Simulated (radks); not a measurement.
Removal energies from the rhodium ion Rh2+, [Kr] 4d7, by Delta-SCF beside the eigenvalue of the level emptied. All-electron calculation, scalar-relativistic Kohn-Sham, BLYP, spin-polarised, spherical densities, finite nucleus; Fermi nuclear charge, rms radius of each element as measured or else 0.836 A^(1/3) + 0.57 fm. Program: a radial shooting solver on a logarithmic mesh with Libxc functionals. Open shells are filled with parallel spins first.

4d: final configuration [Kr] 4d6; Delta-SCF (eV) 30.901; -eigenvalue (eV) 24.451
4p: final configuration [Ar] 3d10 4s2 4p5 4d7; Delta-SCF (eV) 77.423; -eigenvalue (eV) 69.844
4s: final configuration [Ar] 3d10 4s1 4p6 4d7; Delta-SCF (eV) 110.08; -eigenvalue (eV) 102.12
3d: final configuration [Ar] 3d9 4s2 4p6 4d7; Delta-SCF (eV) 339.51; -eigenvalue (eV) 321.41
